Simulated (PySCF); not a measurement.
CH12Si4.
Atom-mapped SMILES: `[CH3:1][SiH2:2][SiH:3]([SiH3:4])[SiH3:5]` (hydrogens: H6, H7, H8 on C1; H9, H10 on Si2; H11 on Si3; H12, H13, H14 on Si4; H15, H16, H17 on Si5)

Structure used (PBE0-D3(BJ)/def2-SVP), in Å, numbered top down from 1:
```
atom  x, y, z in Å
C1     2.2972   -1.6571   -0.1386
Si2    1.6461    0.1035   -0.2984
Si3   -0.4706    0.3186    0.6912
Si4   -1.9481   -1.1664   -0.3612
Si5   -1.2755    2.5027    0.4202
H6     1.6050   -2.3736   -0.6068
H7     2.4072   -1.9325    0.9214
H8     3.2793   -1.7574   -0.6257
H9     2.5944    1.0757    0.3333
H10    1.5030    0.4823   -1.7411
H11   -0.3959   -0.0152    2.1525
H12   -3.3133   -1.1053    0.2463
H13   -1.4456   -2.5733   -0.2643
H14   -2.0512   -0.8024   -1.8091
H15   -1.3627    2.8038   -1.0429
H16   -2.6379    2.6514    1.0199
H17   -0.3583    3.4963    1.0593
```

All values: PBE0/def2-SVPD (PySCF, non-relativistic), on one gas-phase PBE0-D3(BJ)/def2-SVP geometry that isn't relaxed in the solvent. The solvent is an IEF-PCM continuum (van der Waals radii × 1.2), and excitations are vertical TDDFT with non-equilibrium linear response and a frozen core. Only the electrostatic response of the medium enters.

Gas-phase singlets (H = HOMO, L = LUMO):

| state | E (eV) | λ (nm) | f | leading configuration |
| --- | --- | --- | --- | --- |
| S1 | 6.359 | 195 | 0.008 | H→L 78% |
| S2 | 6.419 | 193 | 0.005 | H→L+1 88% |
| S3 | 6.512 | 190 | 0.003 | H-1→L 59% |
| S4 | 6.643 | 187 | 0.005 | H-1→L+2 97% |
| S5 | 6.806 | 182 | 0.070 | H→L+3 35% |

What are the lowest 5 singlets in methanol (ε = 32.61)?

| state | E (eV) | λ (nm) | f | leading configuration | change by rank (eV) |
| --- | --- | --- | --- | --- | --- |
| S1 | 6.358 | 195 | 0.013 | H→L 77% | -0.001 |
| S2 | 6.393 | 194 | 0.008 | H→L+1 89% | -0.026 |
| S3 | 6.524 | 190 | 0.004 | H-1→L 54% | +0.012 |
| S4 | 6.652 | 186 | 0.012 | H-1→L+2 97% | +0.009 |
| S5 | 6.786 | 183 | 0.167 | H-1→L+1 31% | -0.020 |

How do the frontier levels move from gas to methanol?

```json
{"orbital": "LUMO+2", "gas (eV)": "0.00", "solvent (eV)": "0.12", "change (eV)": "+0.12", "Löwdin shares, gas": "Si3 26 %, Si2 16 %, Si5 12 %, Si4 12 %", "Löwdin shares, solvent": "Si3 26 %, Si2 15 %, Si5 13 %, Si4 12 %"}
{"orbital": "LUMO+1", "gas (eV)": "-0.14", "solvent (eV)": "-0.04", "change (eV)": "+0.10", "Löwdin shares, gas": "Si4 23 %, Si5 22 %, Si3 20 %, H13 11 %", "Löwdin shares, solvent": "Si4 23 %, Si5 22 %, Si3 20 %, H13 11 %"}
{"orbital": "LUMO", "gas (eV)": "-0.27", "solvent (eV)": "-0.12", "change (eV)": "+0.15", "Löwdin shares, gas": "Si2 20 %, Si3 18 %, Si4 12 %, Si5 10 %", "Löwdin shares, solvent": "Si2 19 %, Si3 18 %, Si4 12 %, Si5 12 %"}
{"orbital": "HOMO", "gas (eV)": "-7.75", "solvent (eV)": "-7.62", "change (eV)": "+0.13", "Löwdin shares, gas": "Si3 31 %, Si2 25 %, Si5 9 %, Si4 9 %", "Löwdin shares, solvent": "Si3 31 %, Si2 25 %, Si5 9 %, Si4 8 %"}
{"orbital": "HOMO-1", "gas (eV)": "-7.91", "solvent (eV)": "-7.79", "change (eV)": "+0.12", "Löwdin shares, gas": "Si3 31 %, Si4 21 %, Si5 21 %, H13 5 %", "Löwdin shares, solvent": "Si3 31 %, Si4 22 %, Si5 20 %, H13 5 %"}
{"orbital": "HOMO-2", "gas (eV)": "-8.88", "solvent (eV)": "-8.77", "change (eV)": "+0.11", "Löwdin shares, gas": "Si3 28 %, H11 22 %, Si2 10 %, Si4 9 %", "Löwdin shares, solvent": "Si3 28 %, H11 22 %, Si2 11 %, H10 9 %"}
{"orbital": "HOMO-3", "gas (eV)": "-9.41", "solvent (eV)": "-9.22", "change (eV)": "+0.19", "Löwdin shares, gas": "C1 33 %, Si2 25 %, H9 7 %, H10 6 %", "Löwdin shares, solvent": "C1 34 %, Si2 25 %, H9 7 %, H10 6 %"}
```

The HOMO–LUMO gap goes from 7.48 to 7.50 eV.
